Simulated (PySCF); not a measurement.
These are TPSSh-D3(BJ)/def2-TZVP // r2SCAN-D4/def2-SVP (PySCF) values and carry that method's errors. Gas-phase values, no solvent. One relaxed conformer stands for a flexible species; it need not be the lowest. 

Reference species: [Ta(F)4(OH)] (neutral, multiplicity 1).

The LUMO is -2.24 eV, the HOMO is -9.65 eV and the charge on the central atom (Mulliken) is 1.72 e. The HOMO–LUMO gap is 7.41 eV.

Changed species: [Ta(F)2(OH)3] (3 of 5 F replaced by OH; the reference has 1 of 5 F replaced by OH).

**Question.** What does the change do to the LUMO, HOMO, charge on the central atom (Mulliken) and HOMO–LUMO gap?

**Answer.** the LUMO rises by 0.40 eV, to -1.84 eV; the HOMO increases by 1.01 eV, to -8.64 eV; the charge on the central atom (Mulliken) falls by 0.08 e, to 1.64 e; the HOMO–LUMO gap drops by 0.61 eV, to 6.80 eV.
